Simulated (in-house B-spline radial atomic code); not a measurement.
Values are calculated unless marked as measured or tabulated.
# Correlation energy from the adiabatic connection: −Z exp(−kr)/r, Z = 6.24, k = 1.5

Two electrons in a singlet, external potential −Z exp(−kr)/r, Z = 6.24, k = 1.5 (atomic units). Full CI in B-splines (partial waves to l = 8, correlation up to 0.6 % small) with the density held fixed gives W(λ) = <V_ee>_λ − U, and E_c is the integral of W(λ) − W(0) from 0 to 1.

```tsv
λ	W(λ) − W(0) (hartree)
0	0.00000
0.02	-0.00189
0.05	-0.00471
0.12	-0.01126
0.25	-0.02326
0.4	-0.03686
0.6	-0.05460
0.8	-0.07188
1	-0.08874
```

Q: Integrate the table by the trapezoid rule.

A: The strips give -0.00002, -0.00010, -0.00056, -0.00224, -0.00451, -0.00915, -0.01265, -0.01606, which sum to -0.04529 hartree. The direct value, W(1) − W(0) + T_c with T_c = 0.04343, is -0.04532; the curve is convex, so chords lie above it and the trapezoids fall short in size by 0.07 %.

Q: Now use only three numbers: W(0) = -3.4955, the initial slope W'(0) = -0.09446 (extrapolated from the first points) and the strong-coupling limit of the point-charge-plus-continuum model, W∞ = -4.9772. What do second-order theory and the interpolation W(λ) = W∞ + (W(0) − W∞)/√(1 + 2χλ) of Seidl, Perdew and Levy give?

A: Second order keeps the slope alone: E_c = W'(0)/2 = -0.04723, +4 % in size against -0.04532. Matching the slope fixes χ = W'(0)/(W∞ − W(0)) = -0.09446/(-1.48170) = 0.06375. Integrating, with s = √(1 + 2χ) = 1.061839, E_c = −(W(0) − W∞)(s − 1)/(s + 1) = −1.48170 × 0.061839/2.061839 = -0.04444 hartree, -1.9 % in size against the full result. At λ = 1 the formula gives W − W(0) = -0.08629 against -0.08874. Part of the miss can come from the model's W∞.
